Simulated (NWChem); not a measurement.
Program: NWChem. System: Ge, charge 0, spin multiplicity 3. Its SCF solution wasn't tested for a lower state. Level: UB2PLYP/6-31G* (spherical d), 9 core orbitals frozen.

Input file:

```
start mol
memory heap 200 mb stack 900 mb global 1100 mb
geometry units angstroms nocenter noautoz
  Ge     0.000000     0.000000     0.000000
  symmetry group D2h
end
basis spherical
  * library 6-31g*
end
dft
  xc hfexch 0.53 becke88 0.47 lyp 0.73 mp2 0.27
  dftmp2
  odft
  mult 3
  semidirect memsize 60000000 filesize 0
  iterations 100
end
mp2
  freeze core 9
end
task dft energy
```

Output (cleaned and shortened):

```
             Northwest Computational Chemistry Package (NWChem) 7.3.0
             --------------------------------------------------------

                                NWChem Input Module
                                -------------------

 Scaling coordinates for geometry "geometry" by  1.889725989
 (inverse scale =  0.529177249)

                             Geometry "geometry" -> ""
                             -------------------------

 Output coordinates in angstroms (scale by  1.889725989 to convert to a.u.)

  No.       Tag          Charge          X              Y              Z
 ---- ---------------- ---------- -------------- -------------- --------------
    1 Ge                  32.0000     0.00000000     0.00000000     0.00000000

 Effective nuclear repulsion energy (a.u.)       0.0000000000

            Nuclear Dipole moment (a.u.)
            ----------------------------
        X                 Y               Z
 ---------------- ---------------- ----------------
     0.0000000000     0.0000000000     0.0000000000

      Symmetry information
      --------------------

 Group name             D2h
 Group number             26
 Group order               8
 No. of unique centers     1

      Symmetry unique atoms

     1


 Summary of "ao basis" -> "" (spherical)
 ------------------------------------------------------------------------------
       Tag                 Description            Shells   Functions and Types
 ---------------- ------------------------------  ------  ---------------------
 *                           6-31g*                   on all atoms

  dft_input: which_mp2 not specified, using semidirect MP2 by default.

                                 NWChem DFT Module
                                 -----------------

 Summary of "ao basis" -> "ao basis" (spherical)
 ------------------------------------------------------------------------------
       Tag                 Description            Shells   Functions and Types
 ---------------- ------------------------------  ------  ---------------------
 Ge                          6-31g*                 12       32   5s4p3d
[...]
    beta     31     32
 overlap   1.000  1.000

     --------------------------
     Expectation value of S2:
     --------------------------
      <S2> =      2.0036 (Exact =     2.0000)

                   NWChem MP2 Semi-direct Energy/Gradient Module
                   ---------------------------------------------

  Basis functions       =     32
  Molecular orbitals    =     32
  Frozen core           =      9
  Frozen virtuals       =      0
  Active alpha occupied =      8
  Active beta occupied  =      6
  Active alpha virtual  =     15
  Active beta virtual   =     17
  Use MO symmetry       = T
  Use skeleton AO sym   = T

  AO/Fock/Back tols     =   1.0D-09  1.0D-09  1.0D-09

 GA uses MA = F    GA memory limited = T

 Available:
  local mem=  4.43D+07
 global mem=  1.44D+08
 local disk=  0.00D+00
  mp2_memr nvloc                    15
  nvloc new                    15
   1 passes of   8:        2097152                       5148                    217226.
   1 passes of   8: M     44324108           G      144177152           F      42226956.

 Semi-direct pass number   1 of   1  for UHF alpha       at        0.5s
  vrange nnbf                   528
  mp2_eaftype                    10  avail_ma_in_mb                   386
 EAF : mp2_eaftype filesize          10     108613.
  mp2_eaf for mointskh                     10
Node 0 wrote      0.5 Mb in      0.0 s     Agg I/O rate:  2476.0 Mb/s
 Done moints_semi at        0.8s
  mp2_eaftype                    10  avail_ma_in_mb                   386
 EAF : mp2_eaftype filesize          10     108613.
  mp2_eaf for kh                    10
 Done maket at        0.8s
 Done multipass loop at        0.8s

 GA uses MA = F    GA memory limited = T

 Available:
  local mem=  4.43D+07
 global mem=  1.44D+08
 local disk=  0.00D+00
  mp2_memr nvloc                    17
  nvloc new                    17
   1 passes of   6:        2097152                       4689                    184912.
   1 passes of   6: M     44324108           G      144177152           F      42226956.

 Semi-direct pass number   1 of   1  for UHF beta        at        0.8s
  vrange nnbf                   528
  mp2_eaftype                    10  avail_ma_in_mb                   386
 EAF : mp2_eaftype filesize          10      92456.
  mp2_eaf for mointskh                     10
Node 0 wrote      0.4 Mb in      0.0 s     Agg I/O rate:  2676.0 Mb/s
 Done moints_semi at        1.2s
  mp2_eaftype                    10  avail_ma_in_mb                   386
 EAF : mp2_eaftype filesize          10      92456.
  mp2_eaf for kh                    10
 Done maket at        1.2s
 Done multipass loop at        1.2s

          -------------------------------------------
          DFT energy                   -2076.209593441706
          Unscaled MP2 energy             -0.241097151186
          Total DFT+MP2 energy         -2076.274689672526
          -------------------------------------------

 -----------------------
 Performance information
 -----------------------

 Timer overhead =  9.67D-08 seconds/call

               Nr. of calls         CPU time (s)                 Wall time (s)                GFlops
             ---------------    -------------------     ------------------------------   -------------------
Name         Min   Avg   Max    Min     Avg     Max     Min     Avg     Max   Mx/calls   Min     Max     Sum
mp2: moin     2     2     2   0.72    0.72    0.72     0.72    0.72    0.72    0.36      0.0     0.0     0.0
mp2: make     2     2     2   3.89E-3 3.89E-3 3.89E-3  3.89E-3 3.89E-3 3.89E-3 1.94E-3   0.0     0.0     0.0
mp2: tota     1     1     1   0.74    0.74    0.74     0.74    0.74    0.74    0.74      0.0     0.0     0.0

 The average no. of pstat calls per process was 5.00D+00
 with a timing overhead of 4.83D-07s

 Task  times  cpu:        1.2s     wall:        1.2s

 Total times  cpu:        1.2s     wall:        1.2s
```
